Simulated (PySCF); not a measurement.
C₃H₆Cl, SMILES C[C](C)Cl, multiplicity 2.

Geometry: PBE0-D3(BJ)/def2-SVP. The isomer is the one that the SMILES or the coordinates give; other isomers of the formula were not compared.

Method: M06-2X/def2-TZVP in PySCF.

Computed frontier levels, dipole moment and polarisability:
```yaml
"α spin, highest occupied and lowest empty level": -6.59 and 1.89 eV
"β spin, highest occupied and lowest empty level": -9.94 and -0.37 eV
dipole_moment: 1.76 D
quadrupole, principal values (traceless, Buckingham form, about the centre of nuclear charge): -1.38, -0.04, 1.43 D·Å
mean_static_polarisability: 49.1 bohr³ (7.28 Å³)
polarisability_principal_values: 39.7, 50.0, 57.7 bohr³
"⟨S²⟩": 0.756 (pure state 0.75)
```
